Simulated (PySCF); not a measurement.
Molecule: N-Methylaniline (CNc1ccccc1, C7H9N).

Structure with atom numbers: `[CH3:1][NH:2][c:3]1[cH:4][cH:5][cH:6][cH:7][cH:8]1` (H(Xn): hydrogen on atom n).

Geometry PBE0-D3(BJ)/def2-SVP throughout; GIAO in PySCF 2.14, gas phase, one conformer, non-relativistic; equivalent atoms averaged; basis pcSseg-1.

Q: How do the shifts δ (against TMS, NH3 at the same level) depend on the functional? (a selection of nuclei; ppm; last column core-seconds on shared hosts with different chips, so compare them loosely; the GGAs took longer than the global hybrids here, which isn't the general rule, and the cause wasn't traced)

A: 
```csv
functional,kind,C3,C5/C7,C6,C4/C8,C1,N2,H(C5)/H(C7),H(C6),H(C1),core-s
HF,Hartree–Fock,158.7,141.0,120.6,114.4,28.5,51.4,7.50,6.73,2.70,18
BP86,GGA,148.7,131.6,118.6,111.8,30.9,80.8,7.06,6.56,2.79,44
KT3,GGA,139.3,122.2,110.3,103.9,30.9,76.5,6.89,6.40,2.78,34
B3LYP,global hybrid,153.6,135.4,121.3,114.5,30.7,77.1,7.10,6.58,2.77,23
PBE0,global hybrid,152.0,135.0,120.8,114.1,30.1,73.3,7.24,6.70,2.76,30
WP04,global hybrid,152.9,134.4,121.2,114.9,32.3,69.9,6.88,6.42,2.68,26
B97-2,global hybrid,148.9,131.9,118.1,111.5,30.4,71.7,7.17,6.63,2.76,28
BHandHLYP,global hybrid,157.0,138.6,122.7,116.0,29.8,66.9,7.27,6.68,2.74,27
wB97X-D,range-separated hybrid,154.5,136.8,121.7,114.8,30.4,67.5,7.29,6.72,2.74,34
```

Q: Which nucleus among those listed moves most, in ppm?

A: N2 (aniline-type nitrogen): from 51.4 ppm with HF to 80.8 ppm with BP86. The smallest spread is 0.11 ppm, at H(C1). Proton shifts span only some 12 ppm, so a few tenths of a ppm matter as much there as several ppm in carbon.
